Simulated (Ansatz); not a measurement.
silacyclobutane (C₃H₈Si), singlet, at a GFN2-xTB geometry; B3LYP/def2-SVP (Ansatz, a first-principles code).

Input for Ansatz:
Ansatz 0.2 input:
```yaml
crystal:
  periodic: [false, false, false]
  atoms:
    - {symbol: C, position_ang: [0.94016925, 0.39805364, 0.93756297]}
    - {symbol: C, position_ang: [0.99930330, -0.74626934, -0.09591889]}
    - {symbol: Si, position_ang: [-0.77881964, -0.36144439, -0.68319456]}
    - {symbol: C, position_ang: [-0.38448642, 1.07057269, 0.52035540]}
    - {symbol: H, position_ang: [1.79758492, 1.06860867, 0.88594702]}
    - {symbol: H, position_ang: [0.88094386, 0.00849054, 1.95305098]}
    - {symbol: H, position_ang: [1.76805182, -0.57948533, -0.84803349]}
    - {symbol: H, position_ang: [1.18886207, -1.72221791, 0.34515954]}
    - {symbol: H, position_ang: [-1.81068026, -1.29894242, -0.23630310]}
    - {symbol: H, position_ang: [-0.96271943, -0.02265274, -2.09491916]}
    - {symbol: H, position_ang: [-0.22126520, 2.03238174, 0.03791393]}
    - {symbol: H, position_ang: [-1.06721963, 1.23989694, 1.34991129]}
basis:
  gaussian:
    orbitals: def2-SVP
hamiltonian:
  xc: b3lyp
output: {forces: true}
```

What the program printed (banner, timings and long lists left out):

```
Functional definition: B3LYP
1019 factors; integrals over basis functions are off by at most 1.5e-3 eV
mean field evaluation 1: about -11104.8380 eV, gradient 6.0e1 eV
mean field evaluation 2: about -11093.4525 eV, gradient 8.6e1 eV
mean field evaluation 4: about -11114.1298 eV, gradient 1.2e0 eV
mean field evaluation 8: about -11114.2614 eV, gradient 1.6e-2 eV
mean field evaluation 16: about -11114.2614 eV, gradient 5.1e-5 eV
mean field -11114.26139582 eV, -408.4415727795 hartree, gradient 5.1e-5 eV, S^2 0.000000; 0 other end points of the search recorded, 0 dependent functions left out
the calculation of the forces begins
reference -11114.26163283 eV, -408.4415814894 hartree; 20, 20 occupied and 80, 80 virtual orbitals, 1019 factors
Total energy: -11114.26163283 eV, -408.4415814894 hartree
Atom 0 at     0.940169     0.398054     0.937563 Å, force    -0.340753    -0.152942    -0.314243 eV/Å
Atom 1 at     0.999303    -0.746269    -0.095919 Å, force     0.138877    -0.465990    -0.151471 eV/Å
Atom 2 at    -0.778820    -0.361444    -0.683195 Å, force     0.855285     0.425328     0.666554 eV/Å
Atom 3 at    -0.384486     1.070573     0.520355 Å, force    -0.421087     0.269213     0.097910 eV/Å
Atom 4 at     1.797585     1.068609     0.885947 Å, force     0.342022     0.242219     0.053894 eV/Å
Atom 5 at     0.880944     0.008491     1.953051 Å, force     0.026729    -0.115817     0.401460 eV/Å
Atom 6 at     1.768052    -0.579485    -0.848033 Å, force     0.275923     0.015986    -0.413432 eV/Å
Atom 7 at     1.188862    -1.722218     0.345160 Å, force     0.101849    -0.489742     0.092875 eV/Å
Atom 8 at    -1.810680    -1.298942    -0.236303 Å, force    -0.421394    -0.351772     0.090858 eV/Å
Atom 9 at    -0.962719    -0.022653    -2.094919 Å, force    -0.153235     0.070564    -0.552107 eV/Å
Atom 10 at    -0.221265     2.032382     0.037914 Å, force    -0.024579     0.410528    -0.279603 eV/Å
Atom 11 at    -1.067220     1.239897     1.349911 Å, force    -0.379637     0.142424     0.307306 eV/Å
Dipole moment:     0.034500     0.019496     0.019989 e Å
```
